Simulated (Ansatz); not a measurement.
Consider the redistribution: `[SiH3]B(Cl)Cl` + `CB[SiH](C)F` → `CBB([SiH3])Cl` + `C[SiH](F)Cl`.

Program: Ansatz. Geometries: PBE0-D4/def2-TZVP. ΔE: electronic, gas phase. CCSD(T)/CBS adds triple-zeta CCSD(T) − MP2 to the extrapolated MP2 energy (def2 sets, frozen cores). Functionals use def2-TZVPP. One conformer a species, not always the lowest.

Task: Is it downhill or uphill in electronic energy at CCSD(T)/CBS, and by how much? (Best estimate.)

Result: The calculation gave: Downhill: ΔE = -41.5 kJ/mol.

Task: What do these levels give: PBE-D4, r2SCAN-D4, PBE0-D4, ωB97X-V, PBE, r2SCAN, MP2/def2-TZVPP, CCSD/def2-TZVPP, CCSD(T)/def2-TZVPP, HF/def2-QZVPP, HF/CBS(def2), CCSD/CBS(def2)? (An estimate is asked.)

Result: The calculation gave: PBE-D4 -35.7, r2SCAN-D4 -43.3, PBE0-D4 -39.8, ωB97X-V -40.8, PBE -35.6, r2SCAN -43.1, MP2/def2-TZVPP -39.3, CCSD/def2-TZVPP -40.5, CCSD(T)/def2-TZVPP -38.1, HF/def2-QZVPP -51.4, HF/CBS(def2) -51.5, CCSD/CBS(def2) -43.9 kJ/mol.

Largest T1 diagnostic among the species: 0.013.

From PBE to PBE0 (25 % exact exchange), in def2-TZVPP and without D4, ΔE moves by −4.1 kJ/mol. In def2-TZVPP, CCSD(T) changes the Hartree–Fock value by +12.0 kJ/mol (the triples alone add +2.4 kJ/mol) and MP2 by +10.8 kJ/mol.
